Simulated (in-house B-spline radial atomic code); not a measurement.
Correlation energy from the adiabatic connection: −Z/r, Z = 1.5, wall at 0.7 bohr

Two electrons in a singlet, external potential −Z/r, Z = 1.5, wall at 0.7 bohr (atomic units). Full CI in B-splines (partial waves to l = 8, correlation up to 0.6 % small) with the density held fixed gives W(λ) = <V_ee>_λ − U, and E_c is the integral of W(λ) − W(0) from 0 to 1.

```csv
λ,W(λ) − W(0) (hartree)
0,0.00000
0.02,-0.00206
0.05,-0.00514
0.12,-0.01226
0.25,-0.02524
0.4,-0.03984
0.6,-0.05870
0.8,-0.07689
1,-0.09443
```

Q: Integrate the table by the trapezoid rule.

A: The strips give -0.00002, -0.00011, -0.00061, -0.00244, -0.00488, -0.00985, -0.01356, -0.01713, which sum to -0.04860 hartree. The direct value, W(1) − W(0) + T_c with T_c = 0.04579, is -0.04864; the curve is convex, so chords lie above it and the trapezoids fall short in size by 0.08 %.

Q: Now use only three numbers: W(0) = -2.6973, the initial slope W'(0) = -0.1032 (extrapolated from the first points) and the strong-coupling limit of the point-charge-plus-continuum model, W∞ = -2.9086. What do second-order theory and the interpolation W(λ) = W∞ + (W(0) − W∞)/√(1 + 2χλ) of Seidl, Perdew and Levy give?

A: Second order keeps the slope alone: E_c = W'(0)/2 = -0.05160, +6 % in size against -0.04864. Matching the slope fixes χ = W'(0)/(W∞ − W(0)) = -0.1032/(-0.21130) = 0.48841. Integrating, with s = √(1 + 2χ) = 1.405991, E_c = −(W(0) − W∞)(s − 1)/(s + 1) = −0.21130 × 0.405991/2.405991 = -0.03566 hartree, -26.7 % in size against the full result. At λ = 1 the formula gives W − W(0) = -0.06101 against -0.09443. Part of the miss can come from the model's W∞, which here lies above the computed W at λ = 10, -3.21179.
